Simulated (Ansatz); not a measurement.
Ideal-gas functions of Cl$_{2}$F$_{3}$HMoO, SMILES `[OH][Mo]([F])([F])([F])([Cl])[Cl]` at 400 K and 1 bar, from an Ansatz frequency run at PBE0-D4/def2-TZVP.

Molar mass 240.85 g/mol, point group Cs (symmetry number 1), electronic degeneracy 1, moments of inertia 248.406, 495.298, 501.467 u Å². Harmonic wavenumbers (cm⁻¹, unscaled): 87, 90, 134, 183, 239, 244, 257, 277, 314, 345, 399, 407, 570, 650, 712, 717, 792, 3869.

Use S(trans) = R[1.5 ln M + 2.5 ln T − 1.1517]; rotational temperatures θ = 24.2544 K / I; S(rot) = R[ln(√π/σ · √(T³/θAθBθC)) + 1.5]; for each mode x = 1.438777 ν̃/T, S = R[x/(eˣ − 1) − ln(1 − e⁻ˣ)] and H = RT x/(eˣ − 1); 1 cm⁻¹ = 0.0119627 kJ/mol; R = 8.31446 J/(mol·K).

Problem. By hand: the entropy, in J/(mol·K).

Solution. Translation 183.4. Rotation: θ = 0.0976, 0.049, 0.0484 K, giving 126.8. Vibration, mode by mode: 18.01, 17.73, 14.46, 11.94, 9.82, 9.66, 9.26, 8.68, 7.73, 7.03, 5.99, 5.85, 3.66, 2.92, 2.45, 2.42, 1.95, 0.00, in all 139.6. Electronic 0.0. Sum 449.8 J/(mol·K).

Problem. By hand: H − E and G − E in kJ/mol, counted from the electronic energy.

Solution. Zero-point energy ½ × 10286 × 0.0119627 = 61.5; thermal vibration 29.0; translation, rotation and pV give 4 RT = 13.3. H − E = 103.8 kJ/mol, and G − E = 103.8 − 400 × 449.8/1000 = -76.1 kJ/mol.

Vibration gives 31 % of the entropy, 50.2 J/(mol·K) of it from the modes under 150 cm⁻¹: soft modes count most, and the harmonic formula is weakest for them. The sum counts one conformer and one mirror image; others add a mixing term.
